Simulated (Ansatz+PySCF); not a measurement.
A calculation with Ansatz (development build ahead of 0.2.0).

```yaml
crystal:
  periodic: [false, false, false]
  atoms:
    - { symbol: Ni, position_ang: [0.0, 0.0, 0.0] }
    - { symbol: O, position_ang: [0.0, 0.0, 1.95] }
    - { symbol: H, position_ang: [0.775, 0.0, 2.525] }
    - { symbol: H, position_ang: [-0.775, 0.0, 2.525] }
basis:
  gaussian: { orbitals: def2-SVP }
total_charge: 1
magnetization:
  spin_polarized: true
  initial_magnetization: 1
hamiltonian:
  xc: pbe0
scf:
  omitted_lower_state_checks: [starts, atomic_configurations, cluster_reference, orbital_swaps, given_window_search, neighbouring_geometries, increment]
```

The input is written out in the form of the current development build from the run's settings.

The run gave:

```
Converged                       : yes
Total energy                    : -1583.88502 hartree
Spin squared of the determinant : 0.851
Stability test                  : minimum
```

Caution: another spin multiplicity may lie lower; the unrestricted determinant is spin contaminated.
